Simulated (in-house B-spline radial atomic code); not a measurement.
A fraction x of an electron is added to 2p in B, starting from [He] 2s2 2p1 and keeping the highest spin. Method: non-relativistic RPBE, spin-polarised, spherical fractional occupations, point nucleus. Calculated with a radial B-spline atomic code at the basis-set limit.

```tsv
x	E(x) - E(0) (eV)	2p up level (eV)
0	0.0000	-3.993
0.1	-0.3599	-3.212
0.2	?	?
0.3	?	?
0.4	-0.9964	-1.093
0.5	-1.0745	-0.478
```

(1) What belongs in the row x = 0.2?

(2) What belongs in the row x = 0.3?

(3) Up to what added charge does this functional bind the extra electron?

## Answers

(1) An energy change of -0.6435 eV; 2p up at -2.465 eV.

(2) An energy change of -0.8543 eV; 2p up at -1.758 eV.

(3) The highest level rises by about 6.2 eV per electron near x = 0.5 and would reach zero near x = 0.58, so a whole extra electron isn't bound at the basis-set limit.
